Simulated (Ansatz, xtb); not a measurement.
## Relative energy of two conformers of C3H7K

Structure I: `CC[CH2][K]`, a singlet. Structure II: `CC[CH2][K]`, a singlet. Both are isolated molecules in the gas phase, relaxed with PBE0-D3(BJ)/def2-SVP.

I (Å):

```xyz
11

C    -0.3808    2.3785   -0.2845
C     0.5292    1.1877    0.0282
C     0.5857    0.1135   -1.0522
K     2.1923   -1.9973   -0.5053
H    -0.0572    2.8821   -1.2108
H    -0.3929    3.1329    0.5235
H    -1.4186    2.0423   -0.4470
H     1.5440    1.5822    0.2357
H     0.1970    0.7513    0.9914
H    -0.4388   -0.2646   -1.2494
H     0.9156    0.5702   -2.0083
```

II (Å):

```xyz
11

C    -1.5335    1.1500    0.0756
C    -1.5697    0.2462    1.3042
C    -0.2115   -0.2830    1.7392
K     1.2199   -1.2742   -0.3529
H    -2.5194    1.5836   -0.1638
H    -0.8307    1.9878    0.2246
H    -1.1939    0.6000   -0.8241
H    -2.0816    0.8277    2.1059
H    -2.2559   -0.5958    1.0921
H     0.3890    0.5429    2.1725
H    -0.3304   -1.0244    2.5512
```

Energies in hartree; the thermal terms are from PBE0-D3(BJ)/def2-SVP harmonic frequencies (ideal gas, rigid rotor, one conformer each, 298.15 K, 1 atm) and include the zero-point energy:

|  | I | II |
| --- | --- | --- |
| E, CCSD(T)/def2-SVP | −717.175981 | −717.176338 |
| E, MP2/def2-SVP | −717.111218 | −717.111404 |
| E, MP2/def2-TZVPP | −717.530064 | −717.530645 |
| zero-point energy | 0.089828 | 0.089759 |
| H(298 K) − E | 0.097117 | 0.096976 |
| G(298 K) − E | 0.059196 | 0.059132 |

Question: Correct the CCSD(T) difference for the basis set by the MP2 change, then work out ΔE, ΔE₀, ΔH and ΔG for I → II in kJ/mol (1 Eh = 2625.50 kJ/mol) and the equilibrium ratio [II]/[I].

Answer: 1. Differences II − I: CCSD(T) −0.000357, MP2 in the small set −0.000186, MP2 in the large set −0.000581 Eh.
2. ΔE = −0.000357 + (−0.000581 − (−0.000186)) = −0.000752 Eh = −1.97 kJ/mol.
3. ΔE₀ = ΔE + ΔZPE = −0.000752 + (−0.000069) Eh = −2.16 kJ/mol.
4. ΔH = ΔE + (−0.000141) Eh = −2.34 kJ/mol.
5. ΔG = ΔE + (−0.000064) Eh = −2.14 kJ/mol, so ΔS = (ΔH − ΔG)/T = −0.7 J/(mol K).
6. kT = 0.9442 mEh, so K = [II]/[I] = exp(−ΔG/kT) = exp(+0.86) ≈ 2.4.

The two are too close for this level to say which is favoured. An error of 4 kJ/mol in ΔG would change K by a factor of 5. Large T1 diagnostics make the coupled-cluster value less sure. Mirror images and further conformers aren't counted.

Other levels gave ΔE = −2.7 (PBE0-D3(BJ)/def2-SVP); +0.1 (HF/def2-SVP); −0.5 (MP2/def2-SVP); −0.9 (CCSD(T)/def2-SVP) kJ/mol. The correlated steps freeze 8 core orbitals; the last core shell of K is correlated, in a basis made for valence electrons. Programs: Ansatz 0.2.0.
